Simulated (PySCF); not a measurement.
# Cost of excited-state runs on SMILES C(/C)(=C/Br)CC#N, C5H6BrN

Geometry (Å), atoms numbered from 1 in this order:
```xyz
13

C    -0.870   -1.158    0.157
C    -0.317    0.199   -0.128
C    -0.967    1.344    0.024
Br   -2.759    1.485    0.622
C     1.117    0.223   -0.611
C     1.997   -0.146    0.472
N     2.675   -0.441    1.343
H    -1.863   -1.099    0.592
H    -0.213   -1.688    0.848
H    -0.927   -1.741   -0.762
H    -0.530    2.307   -0.186
H     1.402    1.215   -0.968
H     1.251   -0.499   -1.422
```

PySCF with density fitting, on 1 thread of an Arm Neoverse V1, shared host. Command: `OMP_NUM_THREADS=1 python excited_run.py task.json out`

(1) How long does each of these runs take, and how much memory?
- magnetisability and related constants, CAM-B3LYP/pcSseg-1; isotopologues
- magnetisability and related constants, KT2/cc-pVDZ; IEF-PCM chloroform; SCF tolerance 1e-06 Eh

## Answers

(1) 
```csv
run,level,basis functions,wall time,peak memory (GiB)
magnetisability and related constants,CAM-B3LYP/pcSseg-1,173,51 s,0.88
magnetisability and related constants,KT2/cc-pVDZ,141,28 s,0.72
```
Times from a shared host are rough.
